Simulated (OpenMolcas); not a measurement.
Au2+ among 4 point charges of -0.98 e arranged as a tetrahedron (Td), 1.85 Å from the ion.
```
   1.0681    1.0681    1.0681  -0.98
   1.0681   -1.0681   -1.0681  -0.98
  -1.0681    1.0681   -1.0681  -0.98
  -1.0681   -1.0681    1.0681  -0.98
```

```json
{
 "Program": "OpenMolcas",
 "Method": "SS-CASPT2, IPEA 0.25 Eh, imaginary shift 0.1 Eh (closed shells correlated: 4f 5s 5p)",
 "Basis": "ANO-RCC-VTZP [8s7p5d3f1g]",
 "Scalar Hamiltonian": "DKH2, point nucleus",
 "Active space": "9 electrons in 5 orbitals (5d)",
 "State averaging": "2S+1 = 2 even, 5 roots",
 "Spin-orbit coupling": "state interaction with AMFI integrals over the reference wave functions"
}
```

Problem. What is the spin-free ground state (labels of Td)?

Solution. 2T2, 3-fold in its orbital part, 100 % from free-ion D terms; it has the highest spin that d9 allows.

Problem. Where is the first state of the same spin?

Solution. 2E at 2890 cm-1 above the ground state.

Problem. What are the lowest two levels with spin-orbit coupling?

Solution. A 2-fold level Γ7 with g = 1.99, 1.99, 1.99, then a 4-fold level Γ8 1550 cm-1 above it. Their leading multiplicities are 2 (100 %) and 2 (100 %).

Problem. What is χT at 300 K, and how does it compare with the textbook value?

Solution. The lowest level has 2S+1 = 2, for which the spin-only value is χT = S(S+1) / 2 = 0.375 cm3 K/mol (g = 2). The computed 0.703 at 300 K differs by +0.328, through orbital momentum, spin-orbit coupling and any other state in reach. With a threefold ground state the orbital momentum is unquenched, so the spin-only value is not expected to hold.

Problem. Which ligand-field parameters describe the states?

Solution. The gap between the two states is 10Dq = -2886 cm-1 (negative for this site). 

Roots that are degenerate in the reference are averaged as groups; the widest CASPT2 spread within a group is 55 cm-1 (the 2-fold group of multiplicity 2 near 2890 cm-1 above the lowest state of its run). Shifts and gaps below about the spread of the groups concerned are not significant. An orbital triplet at a regular site is open to Jahn-Teller coupling, which can distort the site and quench the lowest spin-orbit gaps and is left out. The ground term spreads over less than 5000 cm-1, several times less than with real ligands, so orbital moments are less quenched and χT lies further from the spin-only value than at real sites. Free-ion shares, where given, are those of the reference states; single-state CASPT2 does not remix them. Point charges carry no covalency, so the field is a model and not that of real ligands. No measured value stands beside these numbers.
